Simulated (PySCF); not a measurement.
Mapped SMILES: `[SiH3:1][N:2]([SiH3:3])[C:4]1=[CH:5][SiH2:6][CH:7]=[CH:8][SiH2:9]1`. Hydrogens are named by the atom that carries them.

Geometry: PBE0-D3(BJ)/def2-SVP; GIAO absolute shieldings from PySCF, gas phase, non-relativistic, averaged over equivalent atoms.

At PBE/pcSseg-1 (246 basis functions, 68 s wall time on 1 thread of an Arm Neoverse V2, shared host):
```json
{"atoms": "Si1/Si3", "σ (ppm)": "385.7"}
{"atoms": "Si6", "σ (ppm)": "399.0"}
{"atoms": "Si9", "σ (ppm)": "412.0"}
{"atoms": "N2", "σ (ppm)": "173.8"}
{"atoms": "C4", "σ (ppm)": "16.9"}
{"atoms": "C7", "σ (ppm)": "26.4"}
{"atoms": "C8", "σ (ppm)": "30.5"}
{"atoms": "C5", "σ (ppm)": "65.2"}
{"atoms": "H(C7)", "σ (ppm)": "23.88"}
{"atoms": "H(C8)", "σ (ppm)": "24.05"}
{"atoms": "H(C5)", "σ (ppm)": "25.75"}
{"atoms": "H(Si1)/H(Si3)", "σ (ppm)": "26.18"}
{"atoms": "H(Si9)", "σ (ppm)": "26.22"}
{"atoms": "H(Si6)", "σ (ppm)": "26.22"}
```

Q: Predict the values at PBE0/pcSseg-1 on the same geometry.

A: 
```
        atoms  σ at PBE0/pcSseg-1  change
      Si1/Si3               399.8   +14.1
          Si6               413.1   +14.1
          Si9               424.4   +12.4
           N2               185.0   +11.2
           C4                17.3    +0.4
           C7                28.3    +1.9
           C8                33.0    +2.5
           C5                67.4    +2.2
        H(C7)               23.95   +0.07
        H(C8)               24.16   +0.11
        H(C5)               25.86   +0.11
H(Si1)/H(Si3)               26.42   +0.24
       H(Si9)               26.45   +0.23
       H(Si6)               26.46   +0.24
```

The largest change is at Si6 (silicon bonded to 2 C, 2 H, in a 6-membered ring). Cost: 246 basis functions, 71 s wall time on 1 thread of an Arm Neoverse V2, shared host. The order of the carbon signals is the same at both levels.
